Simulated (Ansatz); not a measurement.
`[SiH3][CH]1[CH2][GeH2]1` + CH₃NH₂ → `CN[SiH3]` + `[CH2]1[CH2][GeH2]1` at 600 K and 1 bar (ligand exchange at the Si–C bond).

Isolated molecules relaxed with PBE0-D4/def2-TZVP in Ansatz; ΔE leaves out vibrations. CBS: MP2 limit from def2 TZ/QZ plus the TZ coupled-cluster correction, frozen cores. For Ge outer-core shells are correlated without core-valence functions, which leaves a few kJ/mol of doubt a bond. Scalar relativity is left out up to krypton.

```json
{"species": "`[SiH3][CH]1[CH2][GeH2]1`", "CCSD(T)/CBS energy (Eh)": "-2446.06090", "H − E (kJ/mol)": "284.7", "S (J/(mol·K))": "440.0"}
{"species": "CH₃NH₂", "CCSD(T)/CBS energy (Eh)": "-95.75281", "H − E (kJ/mol)": "199.3", "S (J/(mol·K))": "283.8"}
{"species": "`CN[SiH3]`", "CCSD(T)/CBS energy (Eh)": "-386.04948", "H − E (kJ/mol)": "257.3", "S (J/(mol·K))": "374.7"}
{"species": "`[CH2]1[CH2][GeH2]1`", "CCSD(T)/CBS energy (Eh)": "-2155.77534", "H − E (kJ/mol)": "224.6", "S (J/(mol·K))": "349.5"}
```

H − E and S are ideal-gas, rigid-rotor, harmonic terms from PBE0-D4/def2-TZVP, for one conformer and one mirror image of each species. 1 Eh = 2625.50 kJ/mol, R = 8.31446 J/(mol·K).

**Question.** By hand: ΔE, ΔH, ΔS and ΔG.

**Answer.** ΔE = (-386.04948) + (-2155.77534) − (-2446.06090) − (-95.75281) = -0.01111 Eh = -29.2 kJ/mol. Δ(H − E) = 257.3 + 224.6 − 284.7 − 199.3 = -2.1, so ΔH = -31.3 kJ/mol. ΔS = 374.7 + 349.5 − 440.0 − 283.8 = 0.4 J/(mol·K). ΔG = -31.3 − 600 × (0.4)/1000 = -31.5 kJ/mol.

**Question.** By hand: the equilibrium constant, and the temperature at which ΔG would vanish if ΔH and ΔS stayed fixed.

**Answer.** log₁₀ K = −ΔG/(RT ln 10) = 2.7. ΔH and −TΔS have one sign here, so there is no such temperature. One of them is within its doubt of zero, so this could turn.

The number of gas molecules stays the same, so ΔS is small and ΔH decides. A doubt of 5 kJ/mol in ΔE shifts log₁₀ K by 0.4 here. Other conformers and mirror images would add mixing entropy, several J/(mol·K) or more a flexible species. These are equilibria of isolated gas molecules and say nothing of rates. Largest T1 diagnostic: 0.011 (customary marks: 0.02 for closed shells, 0.045 for open ones).
